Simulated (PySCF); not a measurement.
Computed shifts of a molecule CH8FNSi2, HF/pcSseg-1 (PySCF), GIAO, gas phase, atoms alike by connectivity averaged where their shifts nearly agree, in ppm (number of nuclei): ¹³C: -0.8 (1). ²⁹Si: -10.8 (1), -55.6 (1). ¹⁹F: -120.4 (1). ¹⁵N: 20.1 (1). ¹H: 4.57 (1), 4.54 (3), 0.78 (1), 0.68 (3). References: ¹³C against TMS (σ = 192.6 ppm); ²⁹Si against TMS (σ = 393.8 ppm); ¹⁹F against CFCl3 (σ = 238.5 ppm); ¹⁵N against NH3 (σ = 267.3 ppm); ¹H against TMS (σ = 31.99 ppm), references at their B3LYP-D3(BJ)/def2-TZVP geometries, non-relativistic. Geometry optimised at PBE0-D3(BJ)/def2-SVP. One conformer was computed; it need not be the lowest.

Question: Which structure fits?
A. F[SiH2]NC[SiH3]
B. C[Si@@](N)(F)[SiH3]
C. N[Si@H]([SiH3])CF
D. C[Si@@H](F)N[SiH3]

Answer: D, C[Si@@H](F)N[SiH3]
